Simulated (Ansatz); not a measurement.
Molecular dynamics of BrClH₂OZn

Input:

```yaml
crystal:
  periodic: [false, false, false]
  atoms:
    - { symbol: Zn, position_ang: [-0.270638, -0.225754, 0.091611] }
    - { symbol: Cl, position_ang: [0.130909, 0.218247, 2.298009] }
    - { symbol: O, position_ang: [0.543452, -0.298437, -1.492562] }
    - { symbol: H, position_ang: [-0.05113, -0.543869, -2.208858] }
    - { symbol: Br, position_ang: [-2.625223, -0.611635, 0.958334] }
    - { symbol: H, position_ang: [-1.453467, -0.178052, 2.033167] }
basis:
  gaussian: { orbitals: def2-SVP }
hamiltonian:
  xc: pbe0
  dispersion: d4
md:
  timestep: 0.5
  n_steps: 200
  ensemble: nve
  temperature: 300.0
  initial_velocities: maxwell_boltzmann
  seed: 8950
```

Command:

```bash
$ ansatz run input.yaml --threads 2 --pin off --max-ram 3072MiB --backend cpu --events-out ev --progress --plain --runs-dir out
```

It starts at the highest image of a converged band, a first-order saddle point between two minima.

Output, in part (step lines, the closing report, with atoms numbered from 0):

```
md step     0: t =     0.00 fs  T =   300.0 K  F+E_penalty+E_count = -133028.26718760 eV  E_kin = 0.155112 eV  conserved = -133028.11207560 eV  (27 SCF iters)
md step     1: t =     0.50 fs  T =   294.7 K  F+E_penalty+E_count = -133028.26438649 eV  E_kin = 0.152385 eV  conserved = -133028.11200110 eV  (33 SCF iters)
md step     2: t =     1.00 fs  T =   281.3 K  F+E_penalty+E_count = -133028.25724968 eV  E_kin = 0.145443 eV  conserved = -133028.11180659 eV  (33 SCF iters)
md step     3: t =     1.50 fs  T =   265.4 K  F+E_penalty+E_count = -133028.24884103 eV  E_kin = 0.137247 eV  conserved = -133028.11159368 eV  (33 SCF iters)
md step     4: t =     2.00 fs  T =   253.5 K  F+E_penalty+E_count = -133028.24254377 eV  E_kin = 0.131094 eV  conserved = -133028.11144931 eV  (26 SCF iters)
md step     5: t =     2.50 fs  T =   250.0 K  F+E_penalty+E_count = -133028.24066736 eV  E_kin = 0.129244 eV  conserved = -133028.11142327 eV  (26 SCF iters)
md step     6: t =     3.00 fs  T =   255.5 K  F+E_penalty+E_count = -133028.24362830 eV  E_kin = 0.132104 eV  conserved = -133028.11152382 eV  (26 SCF iters)
md step     7: t =     3.50 fs  T =   267.1 K  F+E_penalty+E_count = -133028.24981358 eV  E_kin = 0.138096 eV  conserved = -133028.11171769 eV  (34 SCF iters)
[... lines left out ...]
Total energy: -133028.31602442 eV, -4888.7004440663 hartree
Atom 0 at    -0.048004    -0.193281     0.194270 Å, force     0.027081     0.058367    -0.213049 eV/Å
Atom 1 at     0.278942     0.261780     2.248567 Å, force     0.054420     0.014737     0.278527 eV/Å
Atom 2 at     0.195407    -0.383430    -1.556745 Å, force     0.303246    -1.292470     0.791548 eV/Å
Atom 3 at    -0.005149     0.403846    -2.022774 Å, force    -0.323456     1.249679    -0.845314 eV/Å
Atom 4 at    -2.795993    -0.652288     0.906318 Å, force    -0.091842    -0.014984    -0.025945 eV/Å
Atom 5 at    -2.084800    -0.191398     2.069358 Å, force     0.030552    -0.015329     0.014232 eV/Å
Dipole moment:    -0.329505     0.176937     0.005760 e Å
```

The steps, from the saved trajectory:

| time (fs) | T (K) | potential energy less start (eV) | conserved less start (meV/atom) |
| --- | --- | --- | --- |
| 0.0 | 300 | 0.000 | 0.00 |
| 3.0 | 256 | 0.024 | 0.09 |
| 6.0 | 251 | 0.026 | 0.09 |
| 9.0 | 246 | 0.028 | 0.01 |
| 12.0 | 200 | 0.052 | 0.06 |
| 15.0 | 163 | 0.071 | 0.12 |
| 18.0 | 157 | 0.074 | 0.04 |
| 21.0 | 143 | 0.082 | 0.03 |
| 24.0 | 112 | 0.098 | 0.12 |
| 27.0 | 115 | 0.096 | 0.07 |
| 30.0 | 138 | 0.084 | 0.01 |
| 33.0 | 123 | 0.092 | 0.08 |
| 36.0 | 124 | 0.091 | 0.10 |
| 39.0 | 168 | 0.068 | 0.01 |
| 42.0 | 176 | 0.064 | 0.03 |
| 45.0 | 165 | 0.070 | 0.11 |
| 48.0 | 201 | 0.051 | 0.04 |
| 51.0 | 224 | 0.039 | 0.00 |
| 54.0 | 203 | 0.051 | 0.10 |
| 57.0 | 210 | 0.047 | 0.08 |
| 60.0 | 242 | 0.030 | 0.01 |
| 63.0 | 228 | 0.038 | 0.07 |
| 66.0 | 215 | 0.045 | 0.12 |
| 69.0 | 252 | 0.025 | 0.04 |
| 72.0 | 265 | 0.018 | 0.03 |
| 75.0 | 246 | 0.028 | 0.12 |
| 78.0 | 284 | 0.009 | 0.07 |
| 81.0 | 323 | -0.012 | 0.01 |
| 84.0 | 322 | -0.011 | 0.08 |
| 87.0 | 343 | -0.022 | 0.10 |
| 90.0 | 394 | -0.048 | 0.01 |
| 93.0 | 408 | -0.056 | 0.03 |
| 96.0 | 386 | -0.044 | 0.11 |
| 99.0 | 421 | -0.062 | 0.03 |

The run went to its last step. The conserved energy stayed within 0.13 meV per atom of its start (net change 0.11 meV per atom), so the integration is sound. A run of 0.1 ps of so small a system gives no equilibrium averages. The orbitals stay closed-shell, which can raise the energy where a bond breaks towards radicals; this wasn't checked here.

Between its relaxed ends the band would form Cl2–H6 and break Br5–H6. These pairs go: Cl2–H6 1.65 → 2.41 Å, Br5–H6 1.65 → 1.44 Å. In the last frame they stand as before the step (other bonds may differ from the relaxed reactants and products). It ends as one piece, BrClH2OZn. Pairs count as bonded within 1.25 times the sum of covalent radii (0.12 Å more for H–H).

Last frame:

```xyz
6
Properties=species:S:1:pos:R:3
Zn -0.048 -0.193 0.194
Cl 0.279 0.262 2.249
O 0.195 -0.383 -1.557
H -0.005 0.404 -2.023
Br -2.796 -0.652 0.906
H -2.085 -0.191 2.069
```

Time of the run: 12 min on 2 threads of Arm Neoverse V1, with other jobs on the host, peak memory 0.26 GiB.
